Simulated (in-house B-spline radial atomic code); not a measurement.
Rb⁺. Computed with a B-spline radial atomic code. Model: non-relativistic spherical atom: semilocal Troullier-Martins pseudo-atom, one channel per l, against all electrons, high spin, G0W0 and RPA with empty states to l = 8, local potential for every l without a channel, a model core (radius 0 = none) keeps its share of the functional.

Without relativity these are model numbers for so heavy an element.

What the tables leave out is listed at the end.

The pseudopotential gives back the lowest level of each angular momentum of its own functional in the configuration it was made in; a second state of the same l is only approximately right. Exact exchange, RPA and GW see the smooth pseudo-orbitals and miss the exchange with the core, for which the functional's share stands in. The column with an uncorrelated core keeps all orbitals and exact exchange, and so separates missing core correlation from pseudisation. Only the three outermost levels and the lowest empty one were computed. RPA here is direct RPA, with no exchange kernel, and its energies carry an (l + 1/2)⁻⁴ tail. A hybrid on a potential with a model core restores only its own semilocal share of the core's exchange.

Command:
```bash
python run_psgw.py task.json out
```
Settings (lengths in bohr, energies in hartree):
```
Z                      37
electrons              36
configuration          [Ar] 3d10 4s2 4p6
generated_in           [Ar] 3d10 4s2 4p6
functional             pbe,pbe
core_shells            4
radius_factor          1
core_correction        False
```

Time taken, with all properties: 17 s on 1 thread of Intel(R) Xeon(R) Platinum 8488C (Sapphire Rapids), on a shared host.

Given: made with PBE; model core radius 0 bohr; local radius 0.575 bohr; mean-field start PBE.

Valence shells of the generating configuration: 3p, 3d, 4s, 4p.

Channel: s 1.288, p 0.449, d 1.172 (radii in bohr).

Computed: largest level miss in the spin-unpolarised generating configuration 0.132 eV; valence RPA correlation energy all-electron orbitals -1.6365 hartree; valence RPA correlation energy pseudo -1.7044 hartree; pseudo-atom RPA polarisability 8.286 bohr³.

```
     level  occupied  mean-field all-electron (eV)  mean-field pseudo minus all (eV)  G0W0 all-electron (eV)  G0W0 uncorrelated core minus all (eV)  G0W0 pseudo minus all (eV)  exchange self-energy all-electron (eV)  exchange self-energy pseudo (eV)
        4p         1                        -21.65                            -0.132                 -27.431                                  0.005                       0.052                                 -24.641                           -23.234
5s (empty)         0                       -5.9248                            -0.023                 -3.9569                                 -0.009                      -0.208                                 -1.4361                           -1.4723
```

Problem. What is the all-electron RPA polarisability, core included?

Solution. 8.5489 bohr³.

Given: mean-field start PBE0.

Computed: valence RPA correlation energy pseudo -1.6561 hartree; all-electron RPA polarisability, core included 7.7281 bohr³; pseudo-atom RPA polarisability 7.5811 bohr³.

```
     level  occupied  mean-field all-electron (eV)  mean-field pseudo minus all (eV)  G0W0 all-electron (eV)  G0W0 uncorrelated core minus all (eV)  G0W0 pseudo minus all (eV)  exchange self-energy all-electron (eV)  exchange self-energy pseudo (eV)
        4p         1                       -23.384                            -0.044                 -27.611                                  0.005                       0.076                                 -24.595                           -23.186
5s (empty)         0                       -5.2928                            -0.086                 -4.0155                                 -0.008                      -0.181                                 -1.2219                           -1.3178
```

Problem. What is the valence RPA correlation energy all-electron orbitals?

Solution. -1.5797 hartree.

Given: mean-field start Hartree-Fock.

Computed: valence RPA correlation energy all-electron orbitals -1.4381 hartree; all-electron RPA polarisability, core included 6.2695 bohr³; pseudo-atom RPA polarisability 6.3673 bohr³.

```csv
level,occupied,mean-field all-electron (eV),mean-field pseudo minus all (eV),G0W0 all-electron (eV),G0W0 uncorrelated core minus all (eV),G0W0 pseudo minus all (eV),exchange self-energy all-electron (eV),exchange self-energy pseudo (eV)
4p,1,-27.445,0.294,-27.993,0.005,0.166,-24.305,-22.897
4s,1,-46.843,-2.266,-44.191,-0.076,-1.972,-31.789,-32.553
5s (empty),0,-3.7334,-0.162,-4.0385,-0.003,-0.173,-0.59332,-0.77794
```

Problem. What is the valence RPA correlation energy pseudo?

Solution. -1.5317 hartree.

Among the listed levels the largest G0W0 shift of the pseudo-atom is -1.97 eV, for 4s on the Hartree-Fock start, while leaving the core uncorrelated moves that level by -0.08 eV. So pseudisation and the lost core exchange, not the missing core correlation, make the error. Not in the tables (levels of low weight, unsolved or above zero; the highest and the empty levels are kept at any weight): on PBE the G0W0 levels 4s (pseudo minus all -3.59 eV, weights 0.11 and 0.36), 3d (pseudo minus all +2.51 eV, weights 0.67 and 0.66); on PBE0 the G0W0 levels 4s (pseudo minus all -1.37 eV, weights 0.52 and 0.22), 3d (pseudo minus all +2.80 eV, weights 0.82 and 0.72); on Hartree-Fock the G0W0 levels 3d (pseudo minus all +3.50 eV, weights 0.31 and 0.88).
